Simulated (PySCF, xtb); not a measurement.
CH₃Cl₃OTi, SMILES C[O][Ti]([Cl])([Cl])[Cl], multiplicity 1.

GFN2-xTB (xtb) at its own geometry gives an orbital gap of 3.30 eV and a dipole moment of 4.87 D.

Coordinates come from a PBE0-D3(BJ)/def2-SVP optimisation. The spin state was assumed, not searched. Other conformers were not sampled.

Problem. What does PySCF with PBE/def2-TZVP give? (The exact figures need the calculation; the answer reports its results.)

Solution. gap 4.00 eV (levels -7.68 and -3.68 eV), dipole 3.74 D.
